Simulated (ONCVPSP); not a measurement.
Pseudopotential generation for B: ONCV, LDA (Perdew-Wang 92), scalar-relativistic.

| Quantity | Value |
| --- | --- |
| Element | boron |
| Generator | ONCVPSP 4.0.1 |
| Type | optimised norm-conserving Vanderbilt (ONCV) |
| Functional | LDA (Perdew-Wang 92) |
| Relativity | scalar-relativistic |
| Frozen core | [He] |
| Valence charge | 3 |
| Reference configuration | 2s1.5 2p1.5 |
| Partial waves | 2s: rc 1.52 bohr, ncon 4, nbas 8, qcut 5 1/bohr, local; 2p: rc 2.56 bohr, ncon 4, nbas 8, qcut 4.1 1/bohr, 3 projectors, debl 1.3 Ha |
| Local potential | the s channel |
| Core correction | none |

Poles of the logarithmic derivatives, all-electron (AE) and pseudo (PS). s: poles at 1.9 (AE) and 1.7 (PS) Ha. p: poles at 0.2, 2.5 (AE) and 0.2, 2.5 (PS) Ha. Test radii: s 1.54, p 2.60 bohr.

* Cutoffs needed: 10 Ha and 21 Ha (the cutoffs (Ha) at which the residual kinetic energy of the hardest occupied pseudo-wave falls to 1 and 0.1 mHa per electron)
* Ghost test: no bound ghost flagged; no localised positive-energy state flagged
* Largest excitation error: +354 meV (all-electron minus pseudo) for 2s1 2p0, out of 4 test configurations
